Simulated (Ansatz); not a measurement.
Cost and result for the atomization energy of C₃H₅BSi (10 atoms, 12 bonds).

```xyz
10

B    -0.345    0.104   -1.247
C     0.474   -1.053   -1.296
C     0.450   -0.622    0.018
C     0.617   -0.453    1.352
Si   -0.437    0.882    0.900
H    -1.037    0.907   -1.779
H     0.947   -1.868   -1.814
H     1.179   -1.019    2.073
H    -1.905    0.857    1.109
H     0.057    2.264    0.684
```

Total charge 0; spin multiplicity 1. The bonds changed during the relaxation, so this is another structure than the one it started from. The geometry is a stationary point of PBE0-D4/def2-TZVP. Program: Ansatz. All runs use 2 threads of an AMD EPYC 7B13 on a shared host. Times are those of one run each, without the atoms' runs, and a repeat can differ threefold. Electronic energies, without spin–orbit coupling; frozen cores. CCSD(T)/CBS adds CCSD(T) − MP2 in def2-TZVPP to the MP2 limit, and its time is that of the two runs behind it. T1 = 0.014. B3LYP takes the VWN-RPA correlation (the form of Gaussian; ORCA's B3LYP/G).

CCSD(T)/CBS is a level of theory with its own doubt, some kJ/mol a heavy atom from the limit and from the frozen cores, so smaller differences don't rank the functionals.

| level | functions | wall time | atomization (kcal/mol) | difference from CCSD(T)/CBS | per bond |
| --- | --- | --- | --- | --- | --- |
| LDA (SPW92)/def2-TZVPP | 236 | 1.6 s | 1090.8 | 153.8 | 12.8 |
| revPBE-D4/def2-TZVPP | 236 | 2.6 s | 950.6 | 13.6 | 1.1 |
| PBE-D4/def2-TZVPP (with forces) | 236 | 3.3 s | 975.0 | 38.0 | 3.2 |
| CCSD(T)/def2-SVP | 99 | 4.2 s | 892.4 | -44.6 | -3.7 |
| CAM-B3LYP-D4/def2-TZVPP | 236 | 4.4 s | 943.8 | 6.8 | 0.6 |
| B3LYP-D4/def2-TZVPP (with forces) | 236 | 6 s | 942.5 | 5.5 | 0.5 |
| r2SCANh-D4/def2-TZVPP | 236 | 6 s | 949.6 | 12.6 | 1.1 |
| r2SCAN-D4/def2-TZVPP (with forces) | 236 | 6 s | 955.5 | 18.5 | 1.5 |
| PBE-QIDH/def2-TZVPP | 236 | 7 s | 948.0 | 11.0 | 0.9 |
| ωB97X-V/def2-TZVPP | 236 | 9 s | 945.0 | 8.0 | 0.7 |
| MP2/def2-QZVPP | 448 | 25 s | 953.1 | 16.1 | 1.3 |
| CCSD(T)/def2-TZVPP | 236 | 5.4 min | 912.8 | -24.2 | -2.0 |
| CCSD(T)/CBS(def2) | – | 5.8 min | 937.0 | 0.0 | 0.0 |

From BLYP to BHLYP (50 % exact exchange), in def2-TZVPP and without D4, the atomization energy moves by −20.2 kcal/mol: exact exchange takes away binding that semilocal exchange gives to molecules. The D4 term adds +8.9 kcal/mol with B3LYP and +4.6 kcal/mol with PBE0; it sums over pairs of atoms, weighted by their polarisabilities, and B3LYP, whose exchange is more repulsive, gets the larger term. Leaving LDA and LC-ωPBE aside and taking each functional with its dispersion term where it has one, the values, not all of them listed here, spread over 60.0 kcal/mol, from BHLYP-D4 to PBE-D4. LDA lies +121.2 kcal/mol from PBE without D4, its usual overbinding.
